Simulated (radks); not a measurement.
All-electron atom: Se in [Ar] 3d10 4s2 4p3 6d1 (not the ground configuration). Method: scalar-relativistic Kohn-Sham, PBE, spin-polarised, spherical densities, point nucleus; open shells are filled with parallel spins first; computed with a radial shooting solver on a logarithmic mesh with Libxc functionals.

Normalised radial functions P(r) = r R(r), r in bohr:

r          3d up  3d down  4s down
0.001473  0.0000   0.0000   0.0252
0.002458  0.0000   0.0000   0.0400
0.004135  0.0000   0.0000   0.0623
0.0069    0.0002   0.0002   0.0925
0.01151   0.0009   0.0009   0.1273
0.01921   0.0036   0.0036   0.1521
0.03232   0.0146   0.0147   0.1307
0.05392   0.0537   0.0538   0.0161
0.08998   0.1731   0.1737  -0.1781
0.1513    0.4651   0.4666  -0.2458
0.2525    0.9227   0.9255   0.0778
0.4214    1.2440   1.2472   0.4191
0.7031    1.0319   1.0339  -0.0091
1.183     0.4780   0.4734  -0.7563
1.973     0.1074   0.1013  -0.7178
3.293     0.0075   0.0067  -0.2256
5.539     0.0001   0.0001  -0.0172
9.242     0.0000   0.0000  -0.0002
15.42     0.0000   0.0000  0.0000
25.73     0.0000   0.0000  0.0000
43.28     0.0000   0.0000   0.0000
72.22     0.0000   0.0000   0.0000

3d up: eigenvalue -62.005 eV, 0 radial nodes, <r> = 0.632 bohr, 90 % of the charge inside 1.05 bohr. 3d down: eigenvalue -61.652 eV, 0 radial nodes, <r> = 0.628 bohr, 90 % of the charge inside 1.04 bohr. 4s down: eigenvalue -23.598 eV, 3 radial nodes at r = 0.0565, 0.232, 0.699 bohr, <r> = 1.74 bohr, 90 % of the charge inside 2.60 bohr.

Empty levels of this run are not shown, since the potential may be unsettled where no density lies.
